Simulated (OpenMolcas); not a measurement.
## Multiconfigurational calculation on Pt2+

Pt2+ among 4 point charges of -1.62 e arranged as a tetrahedron (Td), 1.89 Å from the ion.

Input:

```
&GATEWAY
Coord
1

Pt 0.0 0.0 0.0
Basis=ANO-RCC-VDZP
Group=NoSym
NoMove
AngMom=0.0 0.0 0.0
AMFI
XField
4 Angstrom 0
1.091192 1.091192 1.091192 -1.620000
1.091192 -1.091192 -1.091192 -1.620000
-1.091192 1.091192 -1.091192 -1.620000
-1.091192 -1.091192 1.091192 -1.620000
&SEWARD
* reference wave functions (RASSCF and RASSI steps not shown): 8 electrons in 5 orbitals (5d)
>>> COPY JOB001 $Project.JobIph
&CASPT2
Multistate=10 1 2 3 4 5 6 7 8 9 10
NoMult
Frozen=23
IPEA=0.25
Imaginary=0.1
MaxIter=60
WThr=0.0 0.3 0.05
PrWF=0.5
NoMix
>>> COPY JOB002 $Project.JobIph
&CASPT2
Multistate=15 1 2 3 4 5 6 7 8 9 10 11 12 13 14 15
NoMult
Frozen=23
IPEA=0.25
Imaginary=0.1
MaxIter=60
WThr=0.0 0.3 0.05
PrWF=0.5
NoMix
```

Launched by
```bash
OMP_NUM_THREADS=1 MOLCAS_MEM=1689 MOLCAS_PROJECT=a pymolcas a.inp > a.log  # once for each step of the input, in one work folder
```

Output, cut to the results:

```
--- CASPT2 ---
Orbital specifications:
      -----------------------

      Symmetry species                           1
                                                 a
      Frozen orbitals                           23
      Inactive orbitals                         11
      Active orbitals                            5
      Secondary orbitals                        20
      Deleted orbitals                           0
      Number of basis functions                 59
Type of calculation                        SS-CASPT2
      Fock operator                              state-specific
      IPEA shift                                 0.25
      Real shift                                 0.00
      Imaginary shift                            0.10
      The input orbitals will be transformed to quasi-canonical
Reference energy:      -18398.7345053650
      E2 (Non-variational):      -0.3669802901
      Shift correction:          -0.0002140482
      E2 (Variational):          -0.3671943384
      Total energy:          -18399.1016997034
      Residual norm:              0.0000000831
      Reference weight:           0.92669
      Contributions to the CASPT2 correlation energy
      Active & Virtual Only:         -0.1575005064
      One Inactive Excited:          -0.1266078968
      Two Inactive Excited:          -0.0828718869
Reference energy:      -18398.7345053650
      E2 (Non-variational):      -0.3669220388
      Shift correction:          -0.0002134744
      E2 (Variational):          -0.3671355132
      Total energy:          -18399.1016408782
      Residual norm:              0.0000000845
      Reference weight:           0.92674
      Contributions to the CASPT2 correlation energy
      Active & Virtual Only:         -0.1574606410
      One Inactive Excited:          -0.1265931808
      Two Inactive Excited:          -0.0828682169
::    CASPT2 Root  1     Total energy: -18399.10169970
::    CASPT2 Root  2     Total energy: -18399.10164088
::    CASPT2 Root  3     Total energy: -18399.10212859
::    CASPT2 Root  4     Total energy: -18399.08925333
::    CASPT2 Root  5     Total energy: -18399.08814241
::    CASPT2 Root  6     Total energy: -18399.08857566
::    CASPT2 Root  7     Total energy: -18399.06885888
::    CASPT2 Root  8     Total energy: -18399.04469003
::    CASPT2 Root  9     Total energy: -18399.04417779
::    CASPT2 Root 10     Total energy: -18399.04446172
--- CASPT2 ---
Orbital specifications:
      -----------------------

      Symmetry species                           1
                                                 a
      Frozen orbitals                           23
      Inactive orbitals                         11
      Active orbitals                            5
      Secondary orbitals                        20
      Deleted orbitals                           0
      Number of basis functions                 59
Type of calculation                        SS-CASPT2
      Fock operator                              state-specific
      IPEA shift                                 0.25
      Real shift                                 0.00
      Imaginary shift                            0.10
      The input orbitals will be transformed to quasi-canonical
Reference energy:      -18398.6800689323
      E2 (Non-variational):      -0.3761996638
      Shift correction:          -0.0002953621
      E2 (Variational):          -0.3764950260
      Total energy:          -18399.0565639582
      Residual norm:              0.0000009024
      Reference weight:           0.92132
      Contributions to the CASPT2 correlation energy
      Active & Virtual Only:         -0.1640852592
      One Inactive Excited:          -0.1263661015
      Two Inactive Excited:          -0.0857483031
Reference energy:      -18398.6800689322
      E2 (Non-variational):      -0.3759655531
      Shift correction:          -0.0002783061
      E2 (Variational):          -0.3762438592
      Total energy:          -18399.0563127915
      Residual norm:              0.0000009544
      Reference weight:           0.92182
      Contributions to the CASPT2 correlation energy
      Active & Virtual Only:         -0.1639127130
      One Inactive Excited:          -0.1263082911
      Two Inactive Excited:          -0.0857445490
::    CASPT2 Root  1     Total energy: -18399.05656396
::    CASPT2 Root  2     Total energy: -18399.05631279
::    CASPT2 Root  3     Total energy: -18399.05864278
::    CASPT2 Root  4     Total energy: -18399.05858370
::    CASPT2 Root  5     Total energy: -18399.05857938
::    CASPT2 Root  6     Total energy: -18399.02833483
::    CASPT2 Root  7     Total energy: -18399.02840858
::    CASPT2 Root  8     Total energy: -18399.02849968
::    CASPT2 Root  9     Total energy: -18399.02101365
::    CASPT2 Root 10     Total energy: -18399.02100707
::    CASPT2 Root 11     Total energy: -18399.01936449
::    CASPT2 Root 12     Total energy: -18399.02130346
::    CASPT2 Root 13     Total energy: -18399.01321906
::    CASPT2 Root 14     Total energy: -18399.01324764
::    CASPT2 Root 15     Total energy: -18398.92591144
```

Spin-orbit levels above the lowest (labels of Td), with the averaged single-state CASPT2 energies on the diagonal:

| E (cm-1) | Degeneracy | Label | 2S+1 |
| --- | --- | --- | --- |
| 0 | 1 | A1 | 3 |
| 810 | 3 | T1 | 3 |
| 1440 | 2 | E | 3 |
| 3380 | 3 | T2 | 3 |
| 7420 | 3 | T2 | 3 (56 %) |
| 9190 | 2 | E | 3 (50 %) |
| 11720 | 3 | T1 | 3 |
| 12540 | 1 | A2 | 3 |
| 13120 | 3 | T2 | 3 |
| 16700 | 2 | E | 3 |
| 19430 | 3 | T2 | 3 |
| 19610 | 1 | A1 | 3 (82 %) |
| 22250 | 3 | T1 | 3 |
| 23730 | 3 | T2 | 1 (87 %) |
| 24060 | 2 | E | 1 (75 %) |
| 26140 | 3 | T1 | 1 |
| 26150 | 1 | A1 | 1 |
| 28110 | 3 | T2 | 1 (53 %) |
| 30720 | 2 | E | 1 (70 %) |
| 50680 | 1 | A1 | 1 (85 %) |

Roots that are degenerate in the reference are averaged as groups; the widest CASPT2 spread within a group is 360 cm-1 (the 3-fold group of multiplicity 1 near 17900 cm-1 above the lowest state of its run). Shifts and gaps below about the spread of the groups concerned are not significant. An orbital triplet at a regular site is open to Jahn-Teller coupling, which can distort the site and quench the lowest spin-orbit gaps and is left out. Real 4d8 and 5d8 ions are as a rule square planar and diamagnetic. Free-ion shares, where given, are those of the reference states; single-state CASPT2 does not remix them. Point charges carry no covalency, so the field is a model and not that of real ligands. No measured value stands beside these numbers.

The CASPT2 steps took 5.3 s on 1 thread of Intel(R) Xeon(R) Platinum 8488C (Sapphire Rapids) (shared host); the integral step is not counted.
